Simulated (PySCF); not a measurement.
SMILES C(C[Si](Cl)(Cl)Cl)[Si](Cl)(Cl)Cl (GFN2-xTB optimised geometry):

```
14

Cl    -2.093    -2.457    -0.287
Si    -2.543    -0.619    -0.995
Cl    -2.934     0.626     0.544
Cl    -4.192    -0.743    -2.160
C     -1.098     0.023    -2.074
C      0.317    -0.333    -1.591
Si     0.911     0.549     0.000
Cl     2.934     0.549     0.000
Cl     0.247     2.457     0.000
Cl     0.267    -0.395     1.663
H     -1.176     1.107    -2.175
H     -1.219    -0.385    -3.080
H      0.382    -1.414    -1.452
H      1.015    -0.089    -2.395
```

Method: PBE/def2-TZVP in PySCF.

Problem. What are the frontier orbital energies and the dipole moment?

Solution. HOMO-2 -7.84 eV, HOMO-1 -7.77 eV, HOMO -7.55 eV, LUMO -0.87 eV, LUMO+1 -0.77 eV; dipole moment 1.88 D.

Meta-Löwdin charges at PBE/def2-TZVP: Cl1 -0.25, Si2 0.91, Cl3 -0.24, Cl4 -0.25, C5 -0.45, C6 -0.45, Si7 0.91, Cl8 -0.25, Cl9 -0.25, Cl10 -0.24, H11 0.14, H12 0.14, H13 0.14, H14 0.14.
